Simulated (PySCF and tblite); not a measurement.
Values are calculated unless marked as measured or tabulated.
System: C₆H₇GeN, numbered as in [N:1]#[C:2][C:3]1=[CH:4][C@@H:5]([GeH3:6])[CH:7]=[CH:8]1.

Motion: shift of H on C5 from C5 to C7. GFN2-xTB gives an electronic barrier of 27.7 kcal/mol and a reaction energy of 1.9 kcal/mol.

Tunnelling of the moving H, left out here, will speed the real process. Spin–orbit effects of heavy atoms on shieldings are missing.

Problem. What does PBE0/pcSseg-1 + D3(BJ) give on B3LYP-D3(BJ)/def2-SVP geometries?

Solution. A barrier of 28.1 kcal/mol, 0.4 above the tight-binding barrier (from unrounded values), a reaction energy of 3.4 kcal/mol and, with GFN2-xTB thermal terms, ΔG‡(298 K) = 25.7 kcal/mol and k = 9×10⁻⁷ s⁻¹ (1 equivalent path).

Problem. And the level of the geometries itself, B3LYP-D3(BJ)/def2-SVP?

Solution. 29.3 kcal/mol.

Programs: tblite and PySCF.
